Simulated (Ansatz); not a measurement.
Cost and result up the ladder for B₃As₃H₁₂, a cluster cut from wurtzite BAs (hydrogen-capped) (18 atoms). The state is a singlet with charge 0. Geometry: B3LYP-D4/def2-SVP.

```csv
atom,x (Å),y (Å),z (Å)
As1,-0.846,1.720,0.217
B2,0.731,1.600,-1.112
As3,0.898,-0.385,-1.664
B4,-0.888,0.432,1.832
As5,-0.613,-1.475,1.083
B6,0.981,-1.826,-0.185
H7,-0.937,3.138,0.730
H8,-2.163,1.658,-0.532
H9,0.537,2.302,-2.079
H10,1.729,1.850,-0.467
H11,-0.178,-0.736,-2.672
H12,2.110,-0.537,-2.553
H13,-1.941,0.515,2.424
H14,0.107,0.681,2.481
H15,-1.897,-1.977,0.454
H16,-0.528,-2.440,2.242
H17,1.980,-1.582,0.461
H18,0.918,-2.937,-0.660
```

Ansatz on 4 threads of Arm Neoverse V2 on a shared host. Times are rough, and most runs start from the orbitals of an earlier one. CAM-B3LYP-D4/def2-TZVP serves as the yardstick here, not as an exact answer. Differences are given only for rows in sets of like size (and for xTB, whose basis is part of the method), since another set adds its own error. Binding counts from free atoms at the same level (As quartet, B doublet, H doublet; other spins of the atoms weren't run), without zero-point energy or a counterpoise term.

The 6-31G sets use Cartesian d functions. B3LYP takes the VWN-RPA correlation. Correlated methods freeze 30 core orbitals; core or outer-core shells of As are correlated, in sets that lack core-valence functions.

Correlated methods converge slowly with the basis.

```
                               level  functions  binding energy per atom (eV)  difference from CAM-B3LYP-D4/def2-TZVP (eV)
                  PBE0-D4/def2-TZVPD        381                          3.09                                        -0.01
                            HF/6-31G        138                          2.08                                            –
                 r2SCAN-D4/def2-TZVP        309                          3.10                                         0.00
CAM-B3LYP-D4/def2-TZVP (with forces)        309                          3.10                                         0.00
                      B3LYP-D4/6-31G        138                          3.03                                            –
                       MP2/def2-TZVP        309                          2.94                                        -0.16
                    PBE-D4/def2-TZVP        309                          3.11                                         0.01
                    PBE0-D4/def2-SVP        198                          3.11                                            –
                   PBE0-D4/def2-TZVP        309                          3.09                                        -0.01
                   PBE-D4/def2-TZVPD        381                          3.11                                         0.01
                           HF/STO-3G         81                          3.38                                            –
                     PBE-D4/def2-SVP        198                          3.12                                            –
```

Q: Estimate how long each takes.

A: HF/STO-3G 1.5 s; HF/6-31G 2.5 s; PBE-D4/def2-SVP 3.8 s; B3LYP-D4/6-31G 4.3 s; PBE-D4/def2-TZVP 7 s; PBE0-D4/def2-SVP 7 s; PBE-D4/def2-TZVPD 14 s; r2SCAN-D4/def2-TZVP 16 s; PBE0-D4/def2-TZVP 16 s; MP2/def2-TZVP 16 s; PBE0-D4/def2-TZVPD 23 s; CAM-B3LYP-D4/def2-TZVP (with forces) 26 s. On shared hardware such times vary by a factor of up to 3.
